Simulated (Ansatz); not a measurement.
Ansatz results at the PBE0-D4/def2-TZVP geometry: size of the dipole moment (ωB97M-V/def2-TZVPP) 0.56 D; size of the dipole moment (B3LYP/def2-TZVPP) 0.59 D; ideal-gas entropy at 298 K and 1 bar (rigid rotor, harmonic PBE0-D4/def2-TZVP) 331 J/(mol·K).

**Question.** Which molecule gave them?
A. `F[CH]F`•
B. `C[O][Ge]([CH3])[Cl]`•
C. `[O][Ga]([Cl])[Cl]`•
D. `[CH2]SC`•

**Answer.** C. The others give `[CH2]SC`•: 1.40, 1.41, 302; `C[O][Ge]([CH3])[Cl]`•: 1.59, 1.56, 389; `F[CH]F`•: 1.31, 1.32, 256.

B3LYP here is the variant with VWN-RPA as its local correlation; programs differ in this.
